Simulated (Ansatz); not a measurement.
The first iterations of a band of F2H6N2OZr (12 atoms, charge 0, multiplicity 1).

All numbers below come from RKS PBE/def2-SVP (Ansatz).

| Property | Result |
| --- | --- |
| movable images | 5 |
| climbing image | yes |
| spring | 20.0 eV/Å² |
| optimiser | quadratic models (default) |
| start path | through a guess of the saddle point |
| force threshold | 0.03 eV/Å |
| iteration limit | 60 |
| end points | relaxed |

Initial state:

```xyz
12
Properties=species:S:1:pos:R:3
Zr -0.036 0.111 0.004
F 0.161 0.262 1.946
N 1.905 0.081 -0.643
H 2.261 -0.414 -1.470
H 2.715 0.463 -0.140
N -0.792 1.806 -0.855
H -1.765 2.106 -0.719
H -0.322 2.485 -1.463
F -0.778 -1.529 -0.766
O -2.318 -0.116 0.950
H -2.576 -1.017 0.669
H -2.130 -0.186 1.908
```

Final state:

```xyz
12
Properties=species:S:1:pos:R:3
Zr -0.169 0.258 -0.061
F 0.067 0.945 1.759
N 1.792 -0.165 -0.508
H 2.120 -0.663 -1.344
H 2.610 0.232 -0.032
N -0.863 1.971 -0.960
H -1.171 2.035 -1.937
H -0.675 2.925 -0.626
F -1.045 -1.064 -1.207
O -1.758 -0.847 1.314
H -2.562 -1.212 0.900
H -2.019 -0.364 2.120
```

| iteration | highest image above the first end (eV) | largest band force component (eV/Å) |
| --- | --- | --- |
| 1 | 3.701 | 5.305 |
| 2 | 2.000 | 2.112 |
| 3 | 1.321 | 2.241 |
| 4 | 1.096 | 1.110 |
| 5 | 0.908 | 1.344 |
| 6 | 0.642 | 1.307 |
| 7 | 0.335 | 1.311 |
| 8 | 0.181 | 0.959 |
| 9 | 0.136 | 0.432 |
| 10 | 0.140 | 0.465 |
| 11 | 0.115 | 0.192 |
| 12 | 0.104 | 0.131 |
| 13 | 0.099 | 0.086 |
| 14 | 0.098 | 0.187 |
| 15 | 0.095 | 0.155 |
| 16 | 0.093 | 0.102 |

Task: Does the band converge within its limit, and where does its top end?

Result: It converged. It ended after 50 iterations with the highest image 0.074 eV above the first end. The order of the point at the top wasn't checked.

Run time: 7.2 min on 4 threads of Arm Neoverse V1, on a shared host, peak memory 0.2 GiB.
